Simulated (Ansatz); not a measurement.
Consider the formal exchange of groups at a Ge–I bond: `C[O][GeH2][I]` + CH₄ → `C[O][GeH3]` + `CI`.

Computed with Ansatz on PBE0-D4/def2-TZVP structures; ΔE is electronic, products minus reactants. CCSD(T)/CBS is the MP2 limit (def2-TZVPP, def2-QZVPP) plus CCSD(T) − MP2 in def2-TZVPP, frozen cores. This one scheme is used for every species. DFT in def2-TZVPP. HSE06 is defined as in plane-wave codes. Elements past krypton have def2 core potentials. For Ge, I outer-core shells are correlated without core-valence functions, which leaves a few kJ/mol of doubt a bond. Scalar relativity is left out up to krypton. Each species was taken in one conformer, which may not be the lowest.

| level | ΔE (kcal/mol) |
| --- | --- |
| LDA (SPW92) | 32.1 |
| HSE06 | 33.1 |
| CAM-B3LYP | 32.0 |
| RPA@PBE/def2-TZVPP | 29.8 |

Question: What does CCSD(T)/CBS give? (Estimate.)

Answer: Ansatz gave: +32.5 kcal/mol. The listed levels differ from it by -0.4, 0.6, -0.5, -2.7 kcal/mol.

Largest T1 diagnostic among the species: 0.011.

Leaving LDA and LC-ωPBE aside and taking each functional with its dispersion term where it has one, the values, not all of them listed here, spread over 2.6 kcal/mol, from revPBE-D4 to r2SCAN0-D4. The D4 term adds +0.8 kcal/mol with B3LYP and +0.5 kcal/mol with PBE0; it sums over pairs of atoms, weighted by their polarisabilities, and B3LYP, whose exchange is more repulsive, gets the larger term. From BLYP to BHLYP (50 % exact exchange), in def2-TZVPP and without D4, ΔE moves by +2.0 kcal/mol.

B3LYP here is the variant with VWN-RPA as its local correlation; programs differ in this.
